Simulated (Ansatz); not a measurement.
`C=[CH][InH][F]` + HI → `[F][InH][I]` + `C=C` at 600 K and 1 bar (ligand exchange at the In–C bond).

Calculated with Ansatz (gas phase, PBE0-D4/def2-TZVP geometries, no zero-point term in ΔE). CCSD(T)/CBS adds triple-zeta CCSD(T) − MP2 to the extrapolated MP2 energy (def2 sets, frozen cores). This one scheme is used for every species. Elements past krypton have def2 core potentials. For I, In outer-core shells are correlated without core-valence functions, which leaves a few kJ/mol of doubt a bond. One conformer a species, not always the lowest.

```
         species  CCSD(T)/CBS energy (Eh)  H − E (kJ/mol)  S (J/(mol·K))
`C=[CH][InH][F]`               -368.10800           180.8          407.3
              HI               -298.03592            31.6          227.0
   `[F][InH][I]`               -587.72167            58.2          376.6
           `C=C`                -78.48111           161.6          257.2
```

H − E and S are ideal-gas, rigid-rotor, harmonic terms from PBE0-D4/def2-TZVP, for one conformer and one mirror image of each species. 1 Eh = 2625.50 kJ/mol, R = 8.31446 J/(mol·K).

Question: By hand: ΔE, ΔH, ΔS and ΔG.

Answer: ΔE = (-587.72167) + (-78.48111) − (-368.10800) − (-298.03592) = -0.05886 Eh = -154.5 kJ/mol. Δ(H − E) = 58.2 + 161.6 − 180.8 − 31.6 = 7.4, so ΔH = -147.1 kJ/mol. ΔS = 376.6 + 257.2 − 407.3 − 227.0 = -0.5 J/(mol·K). ΔG = -147.1 − 600 × (-0.5)/1000 = -146.8 kJ/mol.

Question: By hand: the equilibrium constant, and the temperature at which ΔG would vanish if ΔH and ΔS stayed fixed.

Answer: log₁₀ K = −ΔG/(RT ln 10) = 12.8. ΔG = 0 at ΔH/ΔS = 294200 K, far beyond where these terms or the molecules hold.

The number of gas molecules stays the same, so ΔS is small and ΔH decides. A doubt of 5 kJ/mol in ΔE shifts log₁₀ K by 0.4 here. Other conformers and mirror images would add mixing entropy, several J/(mol·K) or more a flexible species. These are equilibria of isolated gas molecules and say nothing of rates. Largest T1 diagnostic: 0.015 (customary marks: 0.02 for closed shells, 0.045 for open ones).
